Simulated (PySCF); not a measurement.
# Telling isomers of C$_{5}$H$_{9}$FOSi apart by NMR

All values are calculated (PySCF 2.14.0 with density-fitted response routines): PBE0/pcSseg-1 with gauge-including orbitals, geometry: GFN2-xTB. No relativistic terms, gas phase, a single conformation, averaged over atoms made equivalent by symmetry, fast rotation or ring inversion.

Chemical shifts δ = σref − σ; $^{1}$H, $^{13}$C against TMS, all at this level. Splittings of carbon signals by F and P are missing where no couplings were computed. Where no couplings were computed, multiplicities follow the n + 1 count of equivalent neighbours, and m marks all less simple cases (inequivalent or close neighbours, rings, F or P nearby). Shifts are as computed. Against solution values, carbons near 30 ppm lie about +3 ppm off and those near 130 ppm about +5 ppm. Of 1309 compounds with measured shifts, 239 miss one by over three times the rms of a fit or turn the order of signals round; such compounds aren't used in these exercises.

(1) Tabulate the signals of `O=C(F)[C@H]1C[C@H]([SiH3])C1`, `C[SiH2]C(F)=C1COC1`, `FC(C[SiH3])=C1COC1` and their relative energies.

(2) What is the quickest way to tell O=C(F)[C@H]1C[C@H]([SiH3])C1 from C[SiH2]C(F)=C1COC1?

(3) What is the quickest way to tell O=C(F)[C@H]1C[C@H]([SiH3])C1 from FC(C[SiH3])=C1COC1?

(4) What is the quickest way to tell C[SiH2]C(F)=C1COC1 from FC(C[SiH3])=C1COC1?

Results:

(1) 
```json
{"SMILES": "O=C(F)[C@H]1C[C@H]([SiH3])C1", "carbon types": "1×C 2×CH 2×CH2", "δC": "175.7, 33.8, 27.4, 10.1", "δH": "3.91 (d, 3H), 3.28 (m, 1H), 2.81 (m, 2H), 2.05 (m, 2H), 1.88 (m, 1H)", "E rel. (kcal/mol)": "0.0"}
{"SMILES": "C[SiH2]C(F)=C1COC1", "carbon types": "2×C 2×CH2 1×CH3", "δC": "164.8, 139.0, 78.9, 76.7, -6.2", "δH": "5.52 (s, 2H), 5.34 (s, 2H), 4.33 (m, 2H), 0.29 (t, 3H)", "E rel. (kcal/mol)": "32.9"}
{"SMILES": "FC(C[SiH3])=C1COC1", "carbon types": "2×C 3×CH2", "δC": "159.6, 116.2, 77.6, 76.3, 14.9", "δH": "5.40 (s, 2H), 5.29 (s, 2H), 3.99 (t, 3H), 1.64 (m, 2H)", "E rel. (kcal/mol)": "36.8"}
```

Energies are electronic energies at PBE0/pcSseg-1 on these geometries, without zero-point or thermal terms, each for the one conformer computed, which needn't be the lowest.

(2) Count the carbon signals: 4 against 5. The first has an sp3 CH α to a carbonyl at 33.8 ppm, the second a methyl carbon bonded to Si (CH3) at -6.2 ppm. Their most deshielded carbons lie at 175.7 and 164.8 ppm. In the proton spectra the most deshielded non-exchanging signals are 3.91 (d, 3H) and 5.52 (s, 2H).

(3) Count the carbon signals: 4 against 5. The first has an sp3 CH α to a carbonyl at 33.8 ppm, the second a fully substituted alkene carbon (C) at 116.2 ppm. Their most deshielded carbons lie at 175.7 and 159.6 ppm. In the proton spectra the most deshielded non-exchanging signals are 3.91 (d, 3H) and 5.40 (s, 2H).

(4) Both give the same number of carbon signals, but DEPT or the intensities differ. The first has a methyl carbon bonded to Si (CH3) at -6.2 ppm, the second an allylic sp3 CH2 bonded to Si at 14.9 ppm. Their most deshielded carbons lie at 164.8 and 159.6 ppm.
